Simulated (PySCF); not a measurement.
Two-component Hartree-Fock for Cd²⁺ (cadmium, charge +2)

Start: [Kr] 4d9 5s1; 4d3/2 filled at m_j = -3/2, -1/2, +1/2, +3/2; 4d5/2 filled at m_j = -3/2, -1/2, +1/2, +3/2, +5/2; 5s1/2 filled at m_j = +1/2. Calculated with PySCF 2.14 in x2c-SVPall-2c with one added diffuse shell each of s, p, d type (7s10p7d1f, 79 functions): generalised Hartree-Fock with the X2C-1e Hamiltonian and a Gaussian nucleus; one run each with spin-orbit coupling (SO) switched off, then screened by Boettger's factors. This is a chosen level, not necessarily the ground level.

```json
{"spinor shell": "1s1/2", "electrons": "2", "ε, spin-free (eV)": "-26866.3", "ε, screened SO (eV)": "-26864.2", "weight of nominal j (screened SO)": "1.000", "rms radius, screened SO (bohr)": "0.0349"}
{"spinor shell": "2s1/2", "electrons": "2", "ε, spin-free (eV)": "-4097.1", "ε, screened SO (eV)": "-4096.5", "weight of nominal j (screened SO)": "1.000", "rms radius, screened SO (bohr)": "0.142"}
{"spinor shell": "2p1/2", "electrons": "2", "ε, spin-free (eV)": "-3672.7", "ε, screened SO (eV)": "-3806.3", "weight of nominal j (screened SO)": "1.000", "rms radius, screened SO (bohr)": "0.124"}
{"spinor shell": "2p3/2", "electrons": "4", "ε, spin-free (eV)": "-3672.7", "ε, screened SO (eV)": "-3611.2", "weight of nominal j (screened SO)": "1.000", "rms radius, screened SO (bohr)": "0.128"}
{"spinor shell": "3s1/2", "electrons": "2", "ε, spin-free (eV)": "-822.08", "ε, screened SO (eV)": "-821.89", "weight of nominal j (screened SO)": "1.000", "rms radius, screened SO (bohr)": "0.381"}
{"spinor shell": "3p1/2", "electrons": "2", "ε, spin-free (eV)": "-679.16", "ε, screened SO (eV)": "-703.78", "weight of nominal j (screened SO)": "1.000", "rms radius, screened SO (bohr)": "0.376"}
{"spinor shell": "3p3/2", "electrons": "4", "ε, spin-free (eV)": "-679.16", "ε, screened SO (eV)": "-667.70", "weight of nominal j (screened SO)": "1.000", "rms radius, screened SO (bohr)": "0.387"}
{"spinor shell": "3d3/2", "electrons": "4", "ε, spin-free (eV)": "-455.92", "ε, screened SO (eV)": "-460.28", "weight of nominal j (screened SO)": "0.999", "rms radius, screened SO (bohr)": "0.362"}
{"spinor shell": "3d5/2", "electrons": "6", "ε, spin-free (eV)": "-455.92", "ε, screened SO (eV)": "-452.82", "weight of nominal j (screened SO)": "0.999", "rms radius, screened SO (bohr)": "0.365"}
{"spinor shell": "4s1/2", "electrons": "2", "ε, spin-free (eV)": "-153.53", "ε, screened SO (eV)": "-153.47", "weight of nominal j (screened SO)": "1.000", "rms radius, screened SO (bohr)": "0.938"}
{"spinor shell": "4p1/2", "electrons": "2", "ε, spin-free (eV)": "-108.84", "ε, screened SO (eV)": "-113.89", "weight of nominal j (screened SO)": "0.987", "rms radius, screened SO (bohr)": "1.01"}
{"spinor shell": "4p3/2", "electrons": "4", "ε, spin-free (eV)": "-108.84", "ε, screened SO (eV)": "-106.44", "weight of nominal j (screened SO)": "0.994", "rms radius, screened SO (bohr)": "1.03"}
{"spinor shell": "4d3/2", "electrons": "4", "ε, spin-free (eV)": "-43.509", "ε, screened SO (eV)": "-44.272", "weight of nominal j (screened SO)": "0.901", "rms radius, screened SO (bohr)": "1.30"}
{"spinor shell": "4d5/2", "electrons": "5", "ε, spin-free (eV)": "-43.509", "ε, screened SO (eV)": "-42.918", "weight of nominal j (screened SO)": "0.920", "rms radius, screened SO (bohr)": "1.32"}
{"spinor shell": "5s1/2", "electrons": "1", "ε, spin-free (eV)": "-25.995", "ε, screened SO (eV)": "-25.996", "weight of nominal j (screened SO)": "1.000", "rms radius, screened SO (bohr)": "2.77"}
```

| quantity | spin-free | screened SO |
| --- | --- | --- |
| E (hartree) | -5589.04722 | -5590.15083 |
| M_J | 3 | 3 |
| ⟨J²⟩ | 12.004 | 12.004 |
| ⟨L²⟩ | 6.004 | 6.019 |
| ⟨S²⟩ | 2.000 | 2.015 |

Each row is a mean over spinors that exchange with the open shell spreads, by up to 5.999 eV (4p3/2).

Breit and QED terms are absent; they matter most for the inner s and p1/2 levels.

Densities and radii are taken from the X2C orbitals without a picture-change correction, which distorts them close to the nucleus.

Without spin-orbit coupling the j labels of p, d and f shells carry no meaning; the spin-free column gives the mean over the occupied spinors of each nl shell.
